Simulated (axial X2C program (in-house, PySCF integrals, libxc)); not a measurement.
# Bond lengths and stretching modes, held linear, of TeCN

Computed with an in-house all-electron X2C program for linear molecules (integrals from PySCF): two-component X2C with atomic mean-field Coulomb and Gaunt terms, Gaussian nuclei, basis Te dyall-v3z, C dyall-v3z, N dyall-av3z with contracted cores. Spin-free rows use the one-electron spin-free X2C Hamiltonian.

Masses Te 129.906, C 12.000, N 14.003 u. States: 2c Ω = 3/2 (beyond evenly filled blocks: ω = 3/2); spin-free M_S = 1/2, Λ = 1 (beyond evenly filled blocks: π+α, π+β, π-α).

TPSSh, spin-free: energies above the lowest point

```csv
r(Te–C) (Å),r(C–N) (Å),E (meV)
1.9714,1.1300,97.32
1.9714,1.1590,22.18
1.9714,1.1880,41.27
2.0220,1.1300,70.50
2.0220,1.1590,0.00
2.0220,1.1880,24.13
2.0220,1.2169,125.21
2.0725,1.1300,90.59
2.0725,1.1590,23.85
2.0725,1.1880,52.09
2.1231,1.1590,84.12
2.1231,1.2169,224.81
```

Question: Fit a quadratic surface with cubic terms in each bond: where is the minimum, and what are the two stretching wavenumbers?

Answer: At TPSSh, spin-free: bonds 2.018 and 1.166 Å; harmonic stretches 472.3 and 2153.3 cm⁻¹; force constants 2.92, 17.3 and coupling 0.45 mdyn/Å.

The other levels and Hamiltonians give:

| Hamiltonian | level | r(Te–C) (Å) | r(C–N) (Å) | lower stretch (cm⁻¹) | upper stretch (cm⁻¹) |
| --- | --- | --- | --- | --- | --- |
| 2c | PBE0 | 2.022 | 1.158 | 471.5 | 2224.2 |
| 2c | HF | 2.046 | 1.134 | 469.0 | 2254.9 |
| 2c | TPSSh | 2.027 | 1.165 | 463.5 | 2164.2 |
| spin-free | PBE0 | 2.014 | 1.159 | 479.8 | 2215.0 |
| spin-free | HF | 2.038 | 1.135 | 477.2 | 2245.6 |

Each state is one determinant, the lowest of a limited PBE0 search; the stretches come from a fit to these few points and carry an uncertainty of a few per cent. Other orders of the atoms were not compared. Left out for rough or failed fits: MP2 2c, MP2 spin-free. The molecule was held linear; bending was not examined, so a bent shape may lie lower. Note: functional without a current term on a determinant with orbital currents, of the molecule or an atom.
